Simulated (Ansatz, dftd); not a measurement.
Species: CH$_{2}$N, charge 0, doublet. CH2N (SMILES [CH]=N, doublet).
B3LYP-D3(BJ)/def2-TZVP minimum from Ansatz (a first-principles code):
```
C
N 1 1.2170
H 2 1.0264 1 122.80
H 1 1.0983 2 134.02 3 0.00
```
Charge 0, spin multiplicity 2.

Wanted: atomisation energy (electronic, to ground-state atoms), in kJ/mol. Open shells are spin-unrestricted; no spin-orbit coupling. Correlated methods leave the cores frozen. Rows without X2C or -DK are non-relativistic. CBS(X,Y): correlation extrapolated as X^-3, Hartree-Fock from the larger set (Q,5: extrapolated as (X+1)exp(-9√X)). A bracket is a step between two methods taken in the basis named. Functionals run without relativity, which enters their misses. Double hybrids freeze cores in their MP2 part. '+ core + X2C': CCSD(T) terms for core correlation (cc-pwCVTZ) and scalar relativity (cc-pVTZ-DK). For partners of very few electrons the exact lower level stands in for a higher one. The UHF reference of CH2N ([CH]=N, doublet) is spin-contaminated (<S^2> up to 0.08 over the pure value in the sets run).

```csv
level,program,atomisation energy (kJ/mol),difference against the last row
r2SCANh/def2-TZVPD,Ansatz,1374.4,-10.2
B2PLYP-D4/def2-TZVPD,Ansatz + dftd4,1384.6,0.0
"MP2/CBS(cc-pVQZ,cc-pV5Z)",Ansatz,1389.9,5.3
CCSD/cc-pVQZ,Ansatz,1325.3,-59.3
CCSDT(Q)/cc-pVDZ,Ansatz,1239.3,-145.3
CCSDT(Q)/cc-pVTZ,Ansatz,1331.1,-53.5
CCSDTQ/cc-pVDZ,Ansatz,1238.8,-145.8
"CCSD(T)/CBS(cc-pVQZ,cc-pV5Z) + [CCSDT(Q) - CCSD(T)]/cc-pVTZ + core + X2C",Ansatz,1385.0,0.4
"CCSD(T)/CBS(cc-pVQZ,cc-pV5Z) + [CCSDT(Q) - CCSD(T)]/cc-pVTZ + [CCSDTQ - CCSDT(Q)]/cc-pVDZ + core + X2C",Ansatz,1384.6,0.0
```
